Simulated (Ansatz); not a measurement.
Al6O15H12, a hydroxylated oxide cluster. Total charge 0; singlet. Geometry PBE-D4/def2-SVP.

| atom | x (Å) | y (Å) | z (Å) |
| --- | --- | --- | --- |
| Al1 | -0.581 | 1.504 | 0.733 |
| Al2 | 0.812 | -0.929 | -1.261 |
| Al3 | 0.810 | -0.880 | 2.207 |
| Al4 | -0.997 | 0.750 | -2.319 |
| Al5 | -2.236 | -0.928 | -0.384 |
| Al6 | 2.473 | 1.308 | 0.518 |
| O7 | -2.125 | 2.317 | 0.716 |
| O8 | -0.595 | 0.287 | 2.163 |
| O9 | -1.429 | 2.429 | -2.380 |
| O10 | -2.983 | -0.319 | 1.087 |
| O11 | -1.944 | -2.617 | -0.452 |
| O12 | -2.622 | -0.160 | -2.054 |
| O13 | -0.704 | 0.143 | -0.547 |
| O14 | 0.885 | -1.653 | 0.588 |
| O15 | 0.955 | -1.973 | 3.517 |
| O16 | 2.369 | 0.057 | -0.863 |
| O17 | 2.289 | 0.207 | 2.024 |
| O18 | 0.985 | 2.181 | 0.559 |
| O19 | 4.052 | 1.987 | 0.432 |
| O20 | 0.629 | -2.654 | -1.681 |
| O21 | 0.408 | -0.104 | -2.832 |
| H22 | -2.292 | 2.800 | -0.117 |
| H23 | -1.527 | -0.114 | 2.046 |
| H24 | -0.768 | 3.078 | -2.673 |
| H25 | -3.147 | 0.657 | 1.047 |
| H26 | -1.153 | -2.890 | -0.979 |
| H27 | -3.324 | -0.390 | -2.683 |
| H28 | 0.726 | -2.609 | 0.458 |
| H29 | 0.463 | -1.909 | 4.348 |
| H30 | 2.672 | 0.445 | -1.709 |
| H31 | 3.107 | -0.128 | 2.436 |
| H32 | 4.218 | 2.905 | 0.695 |
| H33 | 0.574 | -2.800 | -2.641 |

B3LYP takes the VWN-RPA correlation. Single mean-field runs in def2-TZVP are fitted with def2-universal-jkfit.

(1) Estimate the orbital energies around the gap (eV) in Ansatz with HF/6-31G, LDA (SPW92)/def2-TZVP, PBE-D4/def2-TZVP, r2SCAN-D4/def2-TZVP, B3LYP-D4/6-31G.

Results:

(1) 
| orbital | HF/6-31G | LDA (SPW92)/def2-TZVP | PBE-D4/def2-TZVP | r2SCAN-D4/def2-TZVP | B3LYP-D4/6-31G |
| --- | --- | --- | --- | --- | --- |
| HOMO−5 | -13.35 | -7.30 | -7.05 | -7.42 | -8.46 |
| HOMO−4 | -13.24 | -7.28 | -7.02 | -7.39 | -8.40 |
| HOMO−3 | -13.12 | -7.17 | -6.91 | -7.27 | -8.31 |
| HOMO−2 | -13.06 | -6.99 | -6.75 | -7.13 | -8.19 |
| HOMO−1 | -12.95 | -6.94 | -6.67 | -7.01 | -8.15 |
| HOMO | -12.47 | -6.58 | -6.29 | -6.62 | -7.86 |
| LUMO | 1.76 | -2.10 | -1.83 | -1.35 | -1.54 |
| LUMO+1 | 2.51 | -1.42 | -1.21 | -0.65 | -0.73 |
| LUMO+2 | 2.96 | -0.86 | -0.63 | -0.08 | -0.15 |
| LUMO+3 | 3.46 | -0.50 | -0.28 | 0.31 | 0.34 |
| LUMO+4 | 3.58 | -0.41 | -0.20 | 0.42 | 0.42 |
| LUMO+5 | 3.63 | -0.29 | -0.08 | 0.52 | 0.45 |
